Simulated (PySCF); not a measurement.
# Electronic absorption of C7H16AlN

C₇H₁₆AlN.
SMILES: `C=C[C@@H]1C[CH2][AlH2-][N+]1(C)C`

Level of theory: TDDFT CAM-B3LYP/def2-SVPD, vertical, gas phase, core orbitals frozen in the response in PySCF 2.14.0, density-fitted response routines. The structure is a single PBE0-D3(BJ)/def2-SVP conformer in the gas phase; no vibrational or solvent corrections.

```json
{"state": "S1", "E (eV)": "6.36", "λ (nm)": "195.0", "f": "0.025", "main configurations (H = HOMO, L = LUMO)": "H→L (69%), H→L+2 (16%), H→L+1 (10%)"}
{"state": "S2", "E (eV)": "6.59", "λ (nm)": "188.0", "f": "0.016", "main configurations (H = HOMO, L = LUMO)": "H→L+2 (34%), H→L+5 (26%), H→L (20%)"}
{"state": "S3", "E (eV)": "6.74", "λ (nm)": "184.0", "f": "0.0014", "main configurations (H = HOMO, L = LUMO)": "H-1→L+2 (50%), H-1→L+1 (15%), H-1→L+5 (12%)"}
{"state": "S4", "E (eV)": "6.80", "λ (nm)": "182.2", "f": "0.019", "main configurations (H = HOMO, L = LUMO)": "H→L+1 (47%), H→L+2 (34%)"}
{"state": "S5", "E (eV)": "7.18", "λ (nm)": "172.6", "f": "0.063", "main configurations (H = HOMO, L = LUMO)": "H-1→L (70%), H-1→L+1 (10%)"}
{"state": "S6", "E (eV)": "7.30", "λ (nm)": "169.8", "f": "0.040", "main configurations (H = HOMO, L = LUMO)": "H→L+5 (46%), H→L+1 (19%)"}
{"state": "S7", "E (eV)": "7.33", "λ (nm)": "169.1", "f": "0.398", "main configurations (H = HOMO, L = LUMO)": "H-2→L (81%)"}
{"state": "S8", "E (eV)": "7.37", "λ (nm)": "168.3", "f": "0.027", "main configurations (H = HOMO, L = LUMO)": "H-1→L+1 (40%), H-1→L+2 (25%)"}
{"state": "S9", "E (eV)": "7.47", "λ (nm)": "166.0", "f": "0.047", "main configurations (H = HOMO, L = LUMO)": "H→L+4 (43%), H→L+3 (24%)"}
{"state": "S10", "E (eV)": "7.57", "λ (nm)": "163.7", "f": "0.020", "main configurations (H = HOMO, L = LUMO)": "H-1→L+5 (34%), H-1→L+6 (13%), H-1→L+4 (10%)"}
```

Triplets, Tamm–Dancoff:

| state | E (eV) | λ (nm) | main configurations (H = HOMO, L = LUMO) |
| --- | --- | --- | --- |
| T1 | 4.35 | 284.9 | H-2→L (68%), H-2→L+1 (19%) |
| T2 | 6.11 | 202.8 | H→L+2 (46%), H→L (19%), H→L+1 (11%) |
| T3 | 6.29 | 197.2 | H-1→L+2 (45%), H-1→L+5 (19%), H-1→L+1 (12%) |
| T4 | 6.42 | 193.2 | H→L (62%), H→L+5 (21%) |

The lowest singlet comes at 195 nm (614 kJ/mol) in the vacuum ultraviolet; it is weak; its leading configuration is HOMO→LUMO (69%). The strongest level in the table is S7 at 7.33 eV (169 nm, f = 0.398). Löwdin shares by element: HOMO carbon 50% or more, aluminium 21%, hydrogen 6% or more (atoms not listed hold the other 24%); LUMO carbon 49% or more, aluminium 7%, hydrogen 6% or more (atoms not listed hold the other 37%). The oscillator strengths of these states sum to 0.656; summed over the whole spectrum of an exact calculation they would give the number of electrons, 78 (Thomas–Reiche–Kuhn). Weighted by f, the mean energy of these states is 7.26 eV. Orbital energies (eV): HOMO-3 -9.72, HOMO-2 -9.28, HOMO-1 -8.60, HOMO -8.16, LUMO 0.82, LUMO+1 1.05, LUMO+2 1.39. All these states lie below the vertical ionisation energy of 8.79 eV (ΔSCF). The window holds the lowest 10 singlets.
